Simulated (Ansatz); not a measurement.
This geometry of AlH6N3 (10 atoms, charge 0, multiplicity 1) is a first-order saddle point.

Level of theory: RHF/def2-mTZVP (Ansatz 0.2.0).

```xyz
10
Properties=species:S:1:pos:R:3
N -1.512 0.330 -0.890
Al 0.000 -0.003 -0.005
N 0.617 -1.653 0.158
N 0.929 1.306 0.738
H -1.581 0.526 -1.865
H -2.424 0.347 -0.487
H 1.449 -1.929 0.633
H 0.164 -2.453 -0.227
H 0.661 2.266 0.700
H 1.780 1.212 1.248
```

Which two structures does it join? (They come from a converged band through this point; their orientation in space is the band's.)

No bond is made or broken.  The two ends are copies of one structure, up to a mirror image or an exchange of like atoms.

Image 0:

```xyz
10
Properties=species:S:1:pos:R:3
N -1.477 0.319 -0.909
Al 0.009 -0.005 0.000
N 0.541 -1.675 0.260
N 0.961 1.340 0.649
H -1.804 1.224 -1.173
H -2.115 -0.374 -1.234
H 1.313 -1.951 0.828
H 0.115 -2.483 -0.139
H 0.692 2.300 0.623
H 1.848 1.255 1.097
```

Image 10:

```xyz
10
Properties=species:S:1:pos:R:3
N -1.477 0.319 -0.909
Al 0.008 -0.005 0.000
N 0.549 -1.673 0.248
N 0.953 1.339 0.663
H -2.078 -0.376 -1.298
H -1.844 1.224 -1.112
H 1.359 -1.946 0.762
H 0.092 -2.486 -0.107
H 0.712 2.304 0.591
H 1.809 1.248 1.166
```

How far does it lie above each of them?

18.2 kJ/mol above the first and 18.2 kJ/mol above the second. This is the barrier of this one path; another mechanism may lie lower.

Run time: 91 s on 2 threads of AMD EPYC 9R45 96-Core Processor (Zen 5), on a shared host, peak memory 0.19 GiB.
